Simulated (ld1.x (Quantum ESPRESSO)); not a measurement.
## Before and after: RRKJ potential for silicon

```json
{"Element": "Si (Z = 14)", "Generator": "ld1.x (Quantum ESPRESSO) 7.5", "Type": "norm-conserving RRKJ (Kleinman–Bylander form)", "Functional": "PBE", "Relativity": "non-relativistic", "Frozen core": "[Ne]", "Valence charge": "4", "Reference configuration": "3s2 3p0 (charge +2)", "Partial waves": "3s (bound): rc 1.50 bohr; 3p (bound, empty): rc 1.35 bohr", "Local potential": "all-electron potential smoothed inside 1.35 bohr (lloc = -1)", "Core correction": "Bessel-smoothed model core inside 0.65 bohr", "rho0": "0.02"}
```

All-electron outer shells of the reference configuration (PBE, non-relativistic, ld1.x):

```tsv
shell	level (eV)	outermost node (bohr)	outermost maximum (bohr)
3s	-28.48	0.72	1.71
3p	-20.52	0.71	1.91
```

Change: all radii but the core radius scaled by about 1.40 (s 2.10, p 1.90 bohr); local potential all-electron potential smoothed inside 1.90 bohr (lloc = -1).

Cutoffs: the cutoffs (Ry, on a coarse ladder) from which the occupation-weighted sum of valence levels, in a spherical-Bessel basis at the reference potential, stays within 10 and 1 mRy of its value at 400 Ry; they do not see the model core or the augmentation charge, which bear on the density cutoff. Errors are all-electron minus pseudo energies relative to the spin-unpolarised reference configuration.

Task: What does the change do?

Result: The potential gets softer (30 Ry and 50 Ry → 25 Ry and 40 Ry); of the 7 tests that both files solve, the error grows in 0 and shrinks in 6 by more than 15 % and 0.3 meV (median size 19.1 → 10.9 meV); neither file shows a bound ghost. A larger radius leaves more room for a smooth pseudo-wave, so fewer plane waves are needed. That the errors move this way runs against the usual rule that smaller radii transfer better.

| quantity | base | changed |
| --- | --- | --- |
| cutoff, loose | 30 Ry | 25 Ry |
| cutoff, tight | 50 Ry | 40 Ry |
| bound ghosts | none | none |
| error for 3s2 3p2, meV [ΔE -23.76 eV] | +32 | +27 |
| error for 3s2 3p1, meV [ΔE -16.01 eV] | +12 | +11 |
| error for 3s1 3p0, meV [ΔE 33.90 eV] | +18 | +9.6 |
| error for 3s1 3p3, meV [ΔE -17.00 eV] | +24 | +13 |
| error for 3s1 3p2, meV [ΔE -8.64 eV] | +8.0 | +0.9 |
| error for 3s0 3p4, meV [ΔE -10.09 eV] | +19 | -10 |
| error for 3s2 3p2.3, meV [ΔE -24.69 eV] | +36 | +29 |

Base: The cutoffs count occupied waves only; the empty 3p level needs 45 Ry at the loose tolerance.
